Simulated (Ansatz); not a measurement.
One geometry of CH$_{6}$GeO$_{4}$ (`C[O][Ge]([OH])([OH])[OH]`), several functionals.

```yaml
crystal:
  periodic: [false, false, false]
  atoms:
    - {symbol: C, position_ang: [-0.642467, -1.341673, 1.249415]}
    - {symbol: O, position_ang: [0.520724, -0.777355, 0.674858]}
    - {symbol: Ge, position_ang: [0.357692, 0.520142, -0.491726]}
    - {symbol: O, position_ang: [2.030281, 0.873264, -0.896023]}
    - {symbol: O, position_ang: [-0.615843, 0.077694, -1.885520]}
    - {symbol: O, position_ang: [-0.513364, 1.909222, 0.139062]}
    - {symbol: H, position_ang: [-0.319938, -2.115336, 1.948350]}
    - {symbol: H, position_ang: [-1.289181, -1.801686, 0.494366]}
    - {symbol: H, position_ang: [-1.229291, -0.597866, 1.799298]}
    - {symbol: H, position_ang: [2.100240, 1.579592, -1.543351]}
    - {symbol: H, position_ang: [-0.245402, -0.670957, -2.359721]}
    - {symbol: H, position_ang: [-0.076352, 2.289958, 0.904992]}
basis:
  gaussian: {orbitals: def2-TZVPP}
hamiltonian: {xc: r2scan, dispersion: d4}
output: {forces: true, orbitals: {seedname: orbitals}}
```

```sh
$ ansatz run in.yaml --threads 4 --pin off --events-out ev --progress --plain --max-ram 11315MiB
```

It prints (some lines left out):

```
Functional definition: r2SCAN
1496 factors; their error is unknown
mean field evaluation 1: about -65824.0722 eV, gradient 1.1e2 eV
mean field evaluation 2: about -65784.6559 eV, gradient 1.9e2 eV
mean field evaluation 4: about -65843.2568 eV, gradient 7.8e0 eV
mean field evaluation 8: about -65843.3766 eV, gradient 2.7e-1 eV
mean field evaluation 16: about -65843.3503 eV, gradient 6.4e-3 eV
mean field -65843.35027463 eV, -2419.6984923670 hartree, gradient 1.0e-5 eV, S^2 0.000000; 0 other end points of the search recorded, 0 dependent functions left out
reference -65843.35028632 eV, -2419.6984927967 hartree; 38, 38 occupied and 249, 249 virtual orbitals, 1496 factors
Total energy: -65843.41344171 eV, -2419.7008137143 hartree
Atom 0 at    -0.642467    -1.341673     1.249415 Å, force    -0.262325    -0.113432     0.117246 eV/Å
Atom 1 at     0.520724    -0.777355     0.674858 Å, force     0.328168     0.036010    -0.050013 eV/Å
Atom 2 at     0.357692     0.520142    -0.491726 Å, force     0.010741     0.000929    -0.001371 eV/Å
Atom 3 at     2.030281     0.873264    -0.896023 Å, force     0.120037    -0.044407     0.034640 eV/Å
Atom 4 at    -0.615843     0.077694    -1.885520 Å, force    -0.119924     0.039284    -0.053904 eV/Å
Atom 5 at    -0.513364     1.909222     0.139062 Å, force    -0.118332     0.063668    -0.026972 eV/Å
Atom 6 at    -0.319938    -2.115336     1.948350 Å, force    -0.003519     0.014063    -0.013149 eV/Å
Atom 7 at    -1.289181    -1.801686     0.494366 Å, force     0.000080    -0.000829    -0.002372 eV/Å
Atom 8 at    -1.229291    -0.597866     1.799298 Å, force     0.000446     0.001981     0.001353 eV/Å
Atom 9 at     2.100240     1.579592    -1.543351 Å, force    -0.009549     0.030561    -0.027514 eV/Å
Atom 10 at    -0.245402    -0.670957    -2.359721 Å, force     0.025975    -0.034077    -0.010942 eV/Å
Atom 11 at    -0.076352     2.289958     0.904992 Å, force     0.028201     0.006248     0.032999 eV/Å
Dipole moment:     0.043017    -0.018538     0.014126 e Å
```

Hardware: 4 threads of an AMD EPYC 9R45 on a shared host. Wall time 3.1 s, peak host memory 0.46 GiB.

With the line `hamiltonian: {xc: pbe, dispersion: d4}` (abridged; 1.2 s):

```
Functional definition: PBE
mean field evaluation 16: about -65829.3760 eV, gradient 1.9e-3 eV
mean field -65829.37604647 eV, -2419.1849489539 hartree, gradient 2.6e-5 eV, S^2 0.000000
Total energy: -65829.62530601 eV, -2419.1941090733 hartree
Atom 0 force    -0.201166    -0.069712     0.074102 eV/Å
Atom 1 force     0.555111    -0.322845     0.262829 eV/Å
Atom 2 force     0.041786     0.028564    -0.028567 eV/Å
Atom 3 force     0.663506    -0.238387     0.184770 eV/Å
Atom 4 force    -0.619396     0.216188    -0.323911 eV/Å
Atom 5 force    -0.611994     0.373135    -0.146484 eV/Å
Atom 6 force     0.061918    -0.168455     0.152225 eV/Å
Atom 7 force    -0.162527    -0.112898    -0.146943 eV/Å
Atom 8 force    -0.149346     0.144097     0.132310 eV/Å
Atom 9 force     0.017843     0.333663    -0.305221 eV/Å
Atom 10 force     0.186815    -0.352650    -0.213880 eV/Å
Atom 11 force     0.217450     0.169300     0.358769 eV/Å
Dipole moment:     0.044104    -0.014732     0.010648 e Å
```

Changing it to `hamiltonian: {xc: {name: r2SCANh}, dispersion: d4}` and no forces (abridged; 2.4 s):

```
Functional definition: r2SCANh
mean field evaluation 16: about -65842.5630 eV, gradient 5.7e-4 eV
mean field -65842.56304277 eV, -2419.6695621295 hartree, gradient 6.9e-5 eV, S^2 0.000000
Total energy: -65842.62985720 eV, -2419.6720175145 hartree
```

With the line `hamiltonian: {xc: {name: BLYP}, dispersion: d4}` and no forces (abridged; 1.1 s):

```
Functional definition: BLYP
mean field evaluation 16: about -65847.6723 eV, gradient 2.1e-3 eV
mean field -65847.67231456 eV, -2419.8573244048 hartree, gradient 4.1e-5 eV, S^2 0.000000
Total energy: -65848.21490819 eV, -2419.8772643528 hartree
```

With the line `hamiltonian: {xc: {name: B3LYP}, dispersion: d4}` (abridged; 2.7 s):

```
Functional definition: B3LYP
mean field evaluation 16: about -65849.4060 eV, gradient 9.8e-5 eV
mean field -65849.40602903 eV, -2419.9210372363 hartree, gradient 4.9e-5 eV, S^2 0.000000
Total energy: -65849.80531915 eV, -2419.9357108777 hartree
Atom 0 force    -0.292616    -0.209994     0.206627 eV/Å
Atom 1 force     0.230796    -0.058821     0.040824 eV/Å
Atom 2 force     0.051873    -0.003626     0.000474 eV/Å
Atom 3 force     0.254503     0.066407    -0.072836 eV/Å
Atom 4 force    -0.152096    -0.081004    -0.217466 eV/Å
Atom 5 force    -0.135032     0.216052     0.110090 eV/Å
Atom 6 force    -0.029376     0.039362    -0.035331 eV/Å
Atom 7 force     0.031342     0.020275     0.043409 eV/Å
Atom 8 force     0.028541    -0.043581    -0.024915 eV/Å
Atom 9 force     0.065837     0.025957    -0.026998 eV/Å
Atom 10 force    -0.029222    -0.028707    -0.059477 eV/Å
Atom 11 force    -0.024550     0.057681     0.035599 eV/Å
Dipole moment:     0.038608    -0.022879     0.018284 e Å
```

The same input with `hamiltonian: {xc: {name: wB97M-V}}` (abridged; 5.5 s):

```
Functional definition: wB97M-V
mean field evaluation 16: about -65842.1015 eV, gradient 3.0e-4 eV
mean field -65842.10154157 eV, -2419.6526022733 hartree, gradient 2.7e-5 eV, S^2 0.000000
Total energy: -65842.10158955 eV, -2419.6526040366 hartree
Atom 0 force    -0.255647    -0.142509     0.143066 eV/Å
Atom 1 force     0.187826     0.091042    -0.092894 eV/Å
Atom 2 force     0.010009    -0.039683     0.035559 eV/Å
Atom 3 force     0.019568     0.053651    -0.049622 eV/Å
Atom 4 force     0.003085    -0.062517    -0.045308 eV/Å
Atom 5 force     0.009171     0.039296     0.066049 eV/Å
Atom 6 force    -0.045054     0.068535    -0.061416 eV/Å
Atom 7 force     0.058983     0.040907     0.057043 eV/Å
Atom 8 force     0.054262    -0.056152    -0.047647 eV/Å
Atom 9 force     0.031763    -0.027304     0.023209 eV/Å
Atom 10 force    -0.036432     0.024267    -0.006467 eV/Å
Atom 11 force    -0.037534     0.010468    -0.021571 eV/Å
Dipole moment:     0.039114    -0.020886     0.016416 e Å
```

B3LYP takes the VWN-RPA correlation (the form of Gaussian; ORCA's B3LYP/G).
